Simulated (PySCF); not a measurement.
C6H7, SMILES [C]1=CCCC=C1, multiplicity 2.

Geometry optimised at PBE-D3(BJ)/def2-SVP. The isomer is the one that the SMILES or the coordinates give; other isomers of the formula were not compared. One conformer was computed; it need not be the lowest.

All values below come from PBE-D3(BJ)/def2-SVP (PySCF).

Harmonic, unscaled wavenumbers; measured fundamentals usually lie a few per cent lower.

Task: Give all harmonic wavenumbers and intensities. (An estimate is asked for; the answer gives what the named calculation found.)

Result: 
```
mode  ν (cm⁻¹)  IR (km/mol)  moving atoms (share of kinetic energy)
----  --------  -----------  --------------------------------------
1          196          0.4                          H 52 %, C 48 %
2          262          3.6                          C 58 %, H 42 %
3          445          6.2                          C 65 %, H 35 %
4          511          4.5                          C 76 %, H 24 %
5          531          3.5                          C 78 %, H 22 %
6          663         24.0                          H 67 %, C 33 %
7          676         16.1                          H 62 %, C 38 %
8          719         12.8                          H 55 %, C 45 %
9          840          0.9                          C 73 %, H 27 %
10         914          8.4                          C 60 %, H 40 %
11         924          0.6                          H 78 %, C 22 %
12         930          3.2                          C 80 %, H 20 %
13         978          2.9                          C 64 %, H 36 %
14         985          0.2                          C 57 %, H 43 %
15        1045          4.2                          H 64 %, C 36 %
16        1113          0.1                           H 92 %, C 8 %
17        1122          6.5                           H 91 %, C 9 %
18        1177          0.6                          H 66 %, C 34 %
19        1219          4.3                          H 81 %, C 19 %
20        1283          5.9                          H 65 %, C 35 %
21        1309          0.7                          H 58 %, C 42 %
22        1349          1.2                          H 53 %, C 47 %
23        1379          5.0                                  H 92 %
24        1392          3.6                          H 90 %, C 10 %
25        1574          3.2                                  C 93 %
26        1647          0.5                                  C 96 %
27        2910         17.8                                  H 93 %
28        2928         39.3                                  H 94 %
29        3024         14.4                           H 92 %, C 8 %
30        3024         16.1                           H 91 %, C 9 %
31        3095          3.1                                  H 92 %
32        3099          2.6                           H 92 %, C 8 %
33        3116         12.4                           H 91 %, C 9 %
```
